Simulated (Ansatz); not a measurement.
Stepwise reaction of `[F][Ti]([F])([Br])[Br]` with water, as a gas-phase model of exchange steps in deposition or etching. ΔE in kJ/mol; ΔG adds harmonic PBE0-D4 terms to CCSD(T)/CBS, at 1 bar.

Calculated with Ansatz (gas phase, PBE0-D4/def2-TZVP geometries, no zero-point term in ΔE). CCSD(T)/CBS is the MP2 limit (def2-TZVPP, def2-QZVPP) plus CCSD(T) − MP2 in def2-TZVPP, frozen cores. This one scheme is used for every species. DFT in def2-TZVPP. B3LYP here is the variant with VWN-RPA as its local correlation; programs differ in this. For Br, Ti outer-core shells are correlated without core-valence functions, which leaves a few kJ/mol of doubt a bond. Scalar relativity is left out up to krypton. Each species was taken in one conformer, which may not be the lowest.

| step | reaction | PBE-D4 | B3LYP-D4 | ωB97M-V | CCSD(T)/CBS | ΔG(400 K) |
| --- | --- | --- | --- | --- | --- | --- |
| 1 | `[F][Ti]([F])([Br])[Br]` + H₂O → `[OH][Ti]([F])([F])[Br]` + HBr | 20.4 | 16.0 | 10.7 | 22.9 | 9.1 |
| 2 | `[OH][Ti]([F])([F])[Br]` + H₂O → `[OH][Ti]([OH])([F])[F]` + HBr | 28.4 | 24.8 | 22.8 | 30.5 | 22.0 |

Question: By hand: ΔE of the 2 steps together at CCSD(T)/CBS.

Answer: (22.9) + (30.5) = 53.4 kJ/mol, or 26.7 kJ/mol a step.

In ΔE each step is higher than the one before. All are uphill at CCSD(T)/CBS. ΔG lies between 9.1 and 22.0 kJ/mol a step. PBE-D4 differs from CCSD(T)/CBS by -2.5 to -2.1 kJ/mol a step. Isolated molecules leave out the surface, adducts and barriers. Largest T1 diagnostic: 0.023.
